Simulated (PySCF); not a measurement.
CH8FNOSi2, SMILES C(F)[SiH2]N[SiH2]O. Geometry: PBE-D3(BJ)/def2-SVP. The structure was generated by enumeration, and PubChem lists no compound with its InChIKey, so it may never have been made. Other conformers were not sampled.

Computed equilibrium geometry at PBE-D3(BJ)/def2-SVP (PySCF confirms it by a frequency run) as bond lengths and angles (one conformer of several):
Atoms: O1 Si2 N3 Si4 C5 F6 H7 H8 H9 H10 H11 H12 H13 H14. Bonded distances (Å): O1–Si2 1.681, O1–H7 0.973, Si2–N3 1.746, Si2–H8 1.497, Si2–H9 1.506, N3–Si4 1.751, N3–H10 1.028, Si4–C5 1.910, Si4–H11 1.504, Si4–H12 1.507, C5–F6 1.405, C5–H13 1.114, C5–H14 1.114. Bond angles (°): Si2–O1–H7 114.5, O1–Si2–N3 113.7, O1–Si2–H8 102.7, O1–Si2–H9 112.4, N3–Si2–H8 111.7, N3–Si2–H9 104.5, H8–Si2–H9 112.1, Si2–N3–Si4 130.3, Si2–N3–H10 116.8, Si4–N3–H10 112.9, N3–Si4–C5 106.1, N3–Si4–H11 109.3, N3–Si4–H12 113.6, C5–Si4–H11 111.2, C5–Si4–H12 107.5, H11–Si4–H12 109.1, Si4–C5–F6 106.7, Si4–C5–H13 111.5, Si4–C5–H14 113.1, F6–C5–H13 108.7, F6–C5–H14 109.1, H13–C5–H14 107.7.
Charge 0, spin multiplicity 1.
